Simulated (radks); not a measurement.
Values are calculated unless marked as measured or tabulated.
Task: The table gives one normalised radial function P(r) = r R(r) of Sb30+ in [Ne] 3s1 3p6 3d3 4d1 (r in bohr). Code: a radial shooting solver on a logarithmic mesh with Libxc functionals. Model: scalar-relativistic Kohn-Sham, BLYP, spin-polarised, spherical densities, finite nucleus; open shells are filled with parallel spins first (spin-orbit coupling, left out, can overturn this in heavy ions); Fermi nuclear charge, rms radius 4.6802 fm.

r          P
0.0009808   0.0027
0.001247    0.0040
0.001585    0.0061
0.002015    0.0094
0.002562    0.0143
0.003256    0.0218
0.00414     0.0333
0.005263    0.0506
0.00669     0.0765
0.008505    0.1149
0.01081     0.1708
0.01374     0.2503
0.01747     0.3598
0.02221     0.5039
0.02824     0.6820
0.0359      0.8814
0.04563     1.0699
0.05801     1.1876
0.07375     1.1486
0.09375     0.8606
0.1192      0.2743
0.1515     -0.5493
0.1926     -1.3950
0.2448     -1.9471
0.3113     -1.9634
0.3957     -1.4775
0.503      -0.8098
0.6395     -0.3057
0.8129     -0.0729
1.033      -0.0098
1.314      -0.0006
1.67       0.0000

Which n and l does it have? It may be an empty orbital.

Result: n = 3, l = 1: the number of nodes gives n - l - 1 = 1, the rise at small r (about r^(l+1), flatter next to the nucleus through relativity) gives l, and the extent must fit the shell. The curve is that of 3p down; the table hardly tells the two spins apart. 3p down: eigenvalue -1948.8 eV, 1 radial node at r = 0.130 bohr, <r> = 0.301 bohr, 90 % of the charge inside 0.446 bohr.
